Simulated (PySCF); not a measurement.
BBiH7P.
SMILES with atom numbers: `[PH2:1][BH2-:2][BiH3+:3]` (hydrogens: H4, H5 on P1; H6, H7 on B2; H8, H9, H10 on Bi3)

Level of theory: PBE0-D3(BJ)/def2-SVP geometry optimisation, gas phase, def2 core potentials past Kr in PySCF 2.14.0.

Q: What internal coordinates does the optimisation give?

A: 
| bond | length (Å) | order |
| --- | --- | --- |
| P1–B2 | 1.917 | single |
| B2–Bi3 | 2.558 | single |
| P1–H4, P1–H5 | 1.426 | single |
| B2–H6, B2–H7 | 1.211 | single |
| Bi3–H8, Bi3–H9 | 1.782 | single |
| Bi3–H10 | 1.795 | single |

Bonds in one row agree within 0.01 Å and their mean is given. Orders are formal, as drawn. A selection of angles:
| angle | degrees |
| --- | --- |
| B2–P1–H4 | 103.1 |
| H4–P1–H5 | 96.5 |
| P1–B2–Bi3 | 105.2 |
| P1–B2–H6 | 116.3 |
| P1–B2–H7 | 116.5 |
| Bi3–B2–H6 | 97.0 |
| H6–B2–H7 | 118.1 |
| B2–Bi3–H8 | 114.0 |
| B2–Bi3–H10 | 136.9 |
| H8–Bi3–H9 | 94.0 |
| H8–Bi3–H10 | 94.7 |

Bi3 (bismuth bonded to B and 3 H) has angles from 94.0° to 136.9°. P1 (three-coordinate phosphorus) is pyramidal (angles 103.1°, 103.1° and 96.5°, sum 302.8°, 0.71 Å off the plane of its three neighbours). B2 (four-coordinate boron) has angles from 97.0° to 118.1°.

Point group: near Cs, missed by 0.29 Å at most; the miss may be what the optimiser left on a soft mode. Stationary, but not proved a minimum. One conformer, not necessarily the lowest (H–P1–B2–Bi3 50° and -50°).

Hardware: an Arm Neoverse V2 with one thread, no GPU, on a shared host. Cost: 19 s wall, 0.40 GiB resident at most. That covers the optimisation of the geometry.
